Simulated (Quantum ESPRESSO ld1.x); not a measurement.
Values are calculated unless marked as measured or tabulated.
Ionisation of the dysprosium ion Dy52+, [Ne] 3s2 3p2, to Dy53+, [Ne] 3s2 3p1, under several functionals. Dirac Kohn-Sham, spin-unpolarised, spherical densities, point nucleus; open shells are shared between the two j in proportion to 2j + 1; ld1.x of Quantum ESPRESSO 7.5.

| functional | E(Dy52+) (hartree) | Exc (hartree) | IE (eV) | -e(HOMO) (eV) | <r> HOMO (bohr) | IE error (eV) |
|---|---|---|---|---|---|---|
| PW86 exchange with PBE correlation | -9361.82 | -136.63 | 4818.2 | 4691.1 | 0.2110 | -126.8 |
| rPW86 exchange with PBE correlation | -9363.26 | -138.08 | 4819.2 | 4691.9 | 0.2109 | -125.8 |
| LDA (Slater exchange, Perdew-Zunger correlation) | -9352.41 | -127.16 | 4818.5 | 4691.3 | 0.2109 | -126.5 |
| exchange-only B88 | -9360.72 | -135.54 | 4818.2 | 4691.1 | 0.2109 | -126.8 |
| RPBE | -9361.18 | -135.99 | 4818.5 | 4691.8 | 0.2110 | -126.5 |
| BLYP | -9361.45 | -136.27 | 4819.7 | 4692.6 | 0.2109 | -125.3 |
| LDA (Slater exchange, Gunnarsson-Lundqvist correlation) | -9352.78 | -127.53 | 4819.2 | 4692.0 | 0.2109 | -125.8 |
| Engel-Vosko exchange with Perdew-Wang LDA correlation | -9363.54 | -138.37 | 4817.2 | 4691.2 | 0.2111 | -127.8 |

NIST Atomic Spectra Database: 4945 eV (theoretical). Closest: BLYP. The Delta-SCF values span 2.50 eV, the total energies 11.13 hartree. The highest occupied level is 3p3/2. Spin polarisation and multiplet splitting are left out, so open shells lie too high by an amount that depends on their filling. Sharing an open shell by 2j + 1 raises it above the true ground level by a part of the spin-orbit splitting, which enters the differences from NIST.

Beside tabulated values, note that spin-unpolarised runs miss the spin-polarisation part of the exchange energy of open shells.
